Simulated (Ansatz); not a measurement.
The cluster Ni2O⁺. The state is a doublet with charge 1. Geometry B3LYP-D4/def2-TZVP, that of the neutral singlet.

```xyz
3

Ni   -0.519   -0.338    1.038
Ni    0.525    0.985   -0.464
O    -0.005   -0.647   -0.573
```

At PBE-D4/def2-TZVP, r2SCAN-D4/def2-TZVP, PBE0-D4/def2-TZVP the charge 1 doublet is spin-contaminated (final ⟨S²⟩ up to 1.74, 0.75 for a pure state). The structure comes from a short search, and lower isomers may exist.

Problem. Estimate the α-spin orbital energies around the gap (eV) in Ansatz with PBE-D4/def2-TZVP, r2SCAN-D4/def2-TZVP, PBE0-D4/def2-TZVP.

Solution. 
```csv
orbital,PBE-D4/def2-TZVP,r2SCAN-D4/def2-TZVP,PBE0-D4/def2-TZVP
HOMO−5,-12.64,-13.45,-15.15
HOMO−4,-12.58,-13.23,-14.66
HOMO−3,-12.22,-12.44,-14.19
HOMO−2,-12.02,-12.25,-14.15
HOMO−1,-12.00,-12.06,-13.44
HOMO,-12.00,-11.87,-13.36
LUMO,-11.37,-10.61,-8.51
LUMO+1,-9.35,-9.21,-8.24
LUMO+2,-8.26,-7.94,-7.27
LUMO+3,-5.53,-5.27,-4.55
LUMO+4,-4.96,-4.71,-3.96
LUMO+5,-3.33,-2.96,-2.41
β HOMO,-11.78,-12.24,-13.53
β LUMO,-11.10,-10.59,-9.35
```
